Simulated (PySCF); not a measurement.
CH5FN2Si2, SMILES [SiH2]1N=C[Si@@H](F)N1. Heavy atoms are numbered as in [F:1][Si@@H:2]1[CH:3]=[N:4][SiH2:5][NH:6]1. Hydrogens are named by the atom that carries them.

Geometry optimised at PBE-D3(BJ)/def2-SVP. The structure was generated by enumeration; whether it is a known compound was not checked.

All values below come from PySCF with PBE0/def2-TZVP.

ESP charges are fitted to the potential on shells at 1.4 to 2.0 van der Waals radii. Atomic charges (e), one atom of each kind:

| atom | meta-Löwdin | ESP fit | Mulliken | Löwdin |
|---|---|---|---|---|
| F1 | -0.51 | -0.28 | -0.33 | -0.03 |
| Si2 (SiH) | 1.06 | 0.57 | 0.60 | 0.14 |
| C3 (CH) | -0.18 | 0.16 | -0.14 | -0.31 |
| N4 | -0.43 | -0.48 | -0.28 | -0.01 |
| Si5 (SiH2) | 0.83 | 0.54 | 0.43 | 0.19 |
| N6 (NH) | -0.81 | -0.72 | -0.55 | -0.18 |
| H on Si2 | -0.11 | -0.09 | -0.03 | -0.03 |
| H on C3 | 0.12 | 0.06 | 0.12 | 0.12 |
| H on Si5 | -0.11 | -0.06 | -0.02 | -0.03 |
| H on N6 | 0.25 | 0.38 | 0.24 | 0.18 |

Computed Mayer and Wiberg (Löwdin basis) orders of the bonds:
| bond | Mayer | Wiberg |
|---|---|---|
| F1–Si2 | 1.08 | 1.65 |
| Si2–C3 | 0.94 | 1.03 |
| C3–N4 | 1.90 | 2.34 |
| N4–Si5 | 1.05 | 1.23 |
| Si2–N6 | 1.17 | 1.42 |
| Si5–N6 | 1.06 | 1.34 |
